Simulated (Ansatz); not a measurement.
Ligand exchange: In(CH3)2F + SiH2(CH3)(OH) → In(CH3)2(OH) + SiH2(CH3)F

Species: In(CH3)2F, singlet; SiH2(CH3)(OH), singlet; In(CH3)2(OH), singlet; SiH2(CH3)F, singlet. The partners trade F for OH: In–F and Si–OH bonds give way to In–OH and Si–F.

Shapes, held fixed at every level: PBE0-D4/def2-TZVP. Flexible molecules stand in one conformer, not always the lowest. Programs: Ansatz 0.2.0. Electronic energies: no zero-point or thermal term.

```json
{"level": "HF/def2-SVP", "kind": "Hartree–Fock", "ΔE (kJ/mol)": "+9.9", "less CCSD(T)/def2-TZVPP": "+15.3"}
{"level": "HF/def2-TZVPP", "kind": "Hartree–Fock", "ΔE (kJ/mol)": "+2.6", "less CCSD(T)/def2-TZVPP": "+8.0"}
{"level": "r2SCAN-D4/def2-TZVPP", "kind": "meta-GGA", "ΔE (kJ/mol)": "+1.2", "less CCSD(T)/def2-TZVPP": "+6.6"}
{"level": "r2SCAN0-D4/def2-TZVPP", "kind": "global hybrid", "ΔE (kJ/mol)": "+1.5", "less CCSD(T)/def2-TZVPP": "+6.9"}
{"level": "B2PLYP/def2-TZVPP", "kind": "double hybrid", "ΔE (kJ/mol)": "-1.9", "less CCSD(T)/def2-TZVPP": "+3.5"}
{"level": "CCSD/def2-TZVPP", "kind": "coupled cluster or CI", "ΔE (kJ/mol)": "-4.4", "less CCSD(T)/def2-TZVPP": "+1.0"}
{"level": "CCSD(T)/def2-TZVPP", "kind": "coupled cluster or CI", "ΔE (kJ/mol)": "-5.4", "less CCSD(T)/def2-TZVPP": "0.0"}
```

The highest level, CCSD(T)/def2-TZVPP, gives ΔE = -5.4 kJ/mol; the levels span -5.4 to +9.9. They disagree on the sign: 4 of 7 are positive. The column of differences is taken from that level and isn't an error. No measured value is set beside it here. For atoms past krypton def2 sets carry core potentials with scalar relativity. Outer-core shells of In are correlated in most correlated rows, in sets that cover them unevenly.
